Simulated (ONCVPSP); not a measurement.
# How hard is this tantalum ONCV potential?

ONCVPSP 4.0.1 input, shortened (lines: element, Z, core and valence counts, functional; n l f; lmax; l rc ep ncon nbas qcut; lloc lpopt rc5 dvloc0; l nproj debl; icmod fcfact rcfact), BLYP, fully relativistic:

```
  Ta 73.00   10    3  -106131      upf
    1    0    2.00
    2    0    2.00
    2    1    6.00
    3    0    2.00
    3    1    6.00
    3    2   10.00
    4    0    2.00
    4    1    6.00
    4    2   10.00
    4    3   14.00
    5    0    2.00
    5    1    6.00
    5    2    3.00
    3
    0    1.20    0.00    5    9    5.10
    1    1.20    0.00    4    7    7.70
    2    3.05    0.00    5    9    4.00
    3    3.10    0.02    3    6    3.20
    4    5    0.85    0.00
    0    1    1.90
    1    2    1.90
    2    3    3.10
    3    2    2.50
    1    0.40    0.00
```

Open shells are filled in proportion to 2j + 1.

In the p channel the program set the typed energies aside and used -1.924, 0.250 Ha (j = l + 1/2; the other j can differ).

**Question.** For each optimised wave give the share of its norm inside rc, the residual kinetic energy above qcut (Ha) and the cutoffs (Ha) for errors of 10, 1, 0.1 and 0.01 mHa per electron.

**Answer.**

| wave | norm inside rc | residual KE | 10 mHa | 1 mHa | 0.1 mHa | 0.01 mHa |
| --- | --- | --- | --- | --- | --- | --- |
| 5s | 0.648 | 9.2e-02 | 72.8 | 144.4 | 164.4 | 180.0 |
| 5p j=3/2 | 0.430 | 8.1e-04 | 21.9 | 28.9 | 72.9 | 94.7 |
| p projector 2 j=3/2 | 0.035 | 2.5e-04 | 13.0 | 23.5 | 73.2 | 136.1 |
| 5p j=1/2 | 0.529 | 2.2e-03 | 23.9 | 44.1 | 93.5 | 109.2 |
| p projector 2 j=1/2 | 0.034 | 3.6e-04 | 12.7 | 26.0 | 46.2 | 124.3 |
| 5d j=5/2 | 0.885 | 9.3e-04 | 6.3 | 8.0 | 26.5 | 32.2 |
| d projector 2 j=5/2 | 0.125 | 2.0e-02 | 9.2 | 32.5 | 39.8 | 43.5 |
| d projector 3 j=5/2 | 0.102 | 4.1e-01 | 11.8 | 31.1 | 48.7 | 53.5 |
| 5d j=3/2 | 0.900 | 1.1e-03 | 6.5 | 8.4 | 27.5 | 32.5 |
| d projector 2 j=3/2 | 0.127 | 2.3e-02 | 9.4 | 33.3 | 40.2 | 43.7 |
| d projector 3 j=3/2 | 0.103 | 4.4e-01 | 12.0 | 33.4 | 49.0 | 53.6 |
| f projector 1 j=7/2 | 0.120 | 2.4e-04 | 2.5 | 4.1 | 6.8 | 16.8 |
| f projector 2 j=7/2 | 0.211 | 2.4e-01 | 12.3 | 22.5 | 37.6 | 75.3 |
| f projector 1 j=5/2 | 0.093 | 1.2e-04 | 2.0 | 3.7 | 5.5 | 15.2 |
| f projector 2 j=5/2 | 0.213 | 2.5e-01 | 12.8 | 22.8 | 38.6 | 79.9 |

The occupied waves need 144 Ha and 164 Ha for 1 and 0.1 mHa. Note: ghosts flagged at negative energy: s at -338.3 eV (a further GHOST(-) flag falls on a real empty level of the atom); GHOST(+) flagged for p3/2 at 97.6 eV, d5/2 at 137.4 eV, f5/2 at 145.9 eV, d3/2 at 149.5 eV, f7/2 at 150.3 eV and 1 more. A true bound ghost makes a file unfit for plane-wave use. 3 of 4 tests not solved or not reliable.
